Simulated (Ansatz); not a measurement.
Basis-set series for CH₃ClZn, SMILES `[CH3][Zn][Cl]`. Total charge 0; spin multiplicity 1. The geometry is a stationary point of PBE0-D4/def2-TZVP.

```csv
functional,basis,functions,energy (Eh),HOMO (eV),LUMO (eV)
PBE0-D4,def2-SVP,78,-2278.68261,-8.26,-0.25
PBE0-D4,def2-QZVPP,317,-2279.20727,-8.57,-0.64
ωB97M-V,def2-SVP,78,-2278.98261,-10.50,1.15
ωB97M-V,def2-QZVPP,317,-2279.50674,-10.78,0.51
```

Task: Give the rows for def2-TZVPP. (An estimate is asked.)

Result: Computed: 
```csv
functional,basis,functions,energy (Eh),HOMO (eV),LUMO (eV)
PBE0-D4,def2-TZVPP,179,-2279.14680,-8.57,-0.47
ωB97M-V,def2-TZVPP,179,-2279.44831,-10.77,0.97
```

Positive LUMOs are unbound and depend on the basis. Scalar relativity is left out up to krypton.
